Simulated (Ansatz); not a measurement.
# Cost against result

Saddle point of CH6FGa, closed shell (CH₅Ga ([CH3][GaH2]) + HF → GaH₂F ([F][GaH2]) + CH₄; bonds formed: Ga1–F6, C2–H5; bonds broken: Ga1–C2, H5–F6), PBE0-D4/def2-TZVP structure:

Ga1  (-1.028, -0.356, -0.444)
C2  (0.921, -0.096, 0.403)
H3  (-0.934, -0.821, -1.926)
H4  (-2.092, -0.683, 0.644)
H5  (0.101, 1.050, 0.005)
F6  (-0.744, 1.670, -0.405)
H7  (1.125, 0.359, 1.375)
H8  (1.769, 0.052, -0.266)
H9  (0.882, -1.175, 0.614)
(Å)

Barriers are electronic and count from the start structure reached by relaxing down the imaginary mode.

Program: Ansatz 0.2.0. Basis: as named in each row. Cores are frozen in the correlated methods. Filled d shells of the heavier atoms are correlated. The def2 sets are not built for correlating such inner shells, so the correlated values are less sure here. B3LYP uses VWN-RPA correlation. Extrapolation: Hartree–Fock as exp(−7.88 √X), correlation as X^−2.97.

Times are rough, for one single point on 4 threads of a shared host (Intel Xeon).

The estimate by CCSD(T) at an estimated basis limit (MP2 extrapolated from triple and quadruple zeta, plus CCSD(T) − MP2 in triple zeta) is 0.525 eV.

| method | basis | time (s) | barrier (eV) | method less estimate |
| --- | --- | --- | --- | --- |
| HF | STO-3G | under 1 | 1.586 | 1.061 |
| PBE-D4 | def2-SVP | under 1 | 0.154 | -0.371 |
| PBE-D4 | STO-3G | under 1 | 0.255 | -0.270 |
| SPW92 | def2-TZVPP | 1 | 0.018 | -0.508 |
| PBE0-D4 | def2-SVP | 1 | 0.324 | -0.201 |
| B3LYP-D4 | 6-31G | 2 | 0.281 | -0.244 |
| PBE-D4 | def2-TZVPP | 2 | 0.251 | -0.275 |
| BLYP-D4 | def2-TZVPP | 2 | 0.360 | -0.165 |
| SPW92 | def2-SVP | 2 | -0.087 | -0.613 |
| BHLYP-D4 | def2-TZVPP | 2 | 0.597 | 0.071 |
| PBE0-D4 | def2-TZVPP | 2 | 0.384 | -0.141 |
| B3LYP-D4 | def2-TZVPP | 2 | 0.449 | -0.076 |
| r2SCAN-D4 | def2-TZVPP | 2 | 0.301 | -0.224 |
| CAM-B3LYP-D4 | def2-TZVPP | 3 | 0.446 | -0.079 |
| B2PLYP | def2-TZVPP | 4 | 0.478 | -0.047 |
| PBE-QIDH | def2-TZVPP | 4 | 0.465 | -0.060 |
| wB97M-V | def2-SVP | 4 | 0.403 | -0.122 |
| RPA on PBE | def2-TZVPP | 4 | 0.515 | -0.010 |
| wB97X-V | def2-TZVPP | 4 | 0.466 | -0.059 |
| wB97M-V | def2-TZVPP | 5 | 0.474 | -0.051 |
| CCSD(T) | def2-SVP | 5 | 0.598 | 0.073 |
| r2SCAN0-D4 | def2-TZVPP | 6 | 0.409 | -0.116 |
| B97M-V | def2-TZVPP | 6 | 0.474 | -0.051 |
| MP2 | def2-QZVPP | 18 | 0.479 | -0.046 |
| CCSD(T) | def2-TZVPP | 47 | 0.524 | -0.001 |

All methods are single points on the PBE0-D4 structures; a negative value means that the method puts the saddle structure below the start.

The T1 diagnostic stays at or below 0.013.

Labels in which every atom is bracketed show which atoms are joined, not bond orders.
